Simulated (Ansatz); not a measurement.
Isolated molecules relaxed with PBE0-D4/def2-TZVP in Ansatz; ΔE leaves out vibrations. CCSD(T)/CBS adds triple-zeta CCSD(T) − MP2 to the extrapolated MP2 energy (def2 sets, frozen cores). This one scheme is used for every species. Functionals use def2-TZVPP. For Br outer-core shells are correlated without core-valence functions, which leaves a few kJ/mol of doubt a bond. Scalar relativity is left out up to krypton. Each species was taken in one conformer, which may not be the lowest.

Reaction (ligand exchange at the Si–Br bond): `[SiH3]Br` + `O[Si](O)(F)Cl` → `O[Si](F)(Cl)O[SiH3]` + HBr

Question: Is it downhill or uphill in electronic energy at CCSD(T)/CBS, and by how much? (An estimate is asked.)

Answer: The calculation gave: Downhill: ΔE = -2.8 kcal/mol.

Question: What do these levels give: ωB97X-V, PBE, PBE0, HF/def2-TZVPP, HF/def2-QZVPP, MP2/def2-QZVPP? (Best estimate.)

Answer: The calculation gave: ωB97X-V -2.8, PBE 0.5, PBE0 -0.1, HF/def2-TZVPP -4.7, HF/def2-QZVPP -5.3, MP2/def2-QZVPP -2.6 kcal/mol.

Largest T1 diagnostic among the species: 0.011.

In def2-TZVPP, CCSD(T) changes the Hartree–Fock value by +0.8 kcal/mol (the triples alone add +0.3 kcal/mol) and MP2 by +1.7 kcal/mol. The D4 term adds −1.4 kcal/mol with B3LYP and −0.9 kcal/mol with PBE0; it sums over pairs of atoms, weighted by their polarisabilities, and B3LYP, whose exchange is more repulsive, gets the larger term.

B3LYP here is the variant with VWN-RPA as its local correlation; programs differ in this.
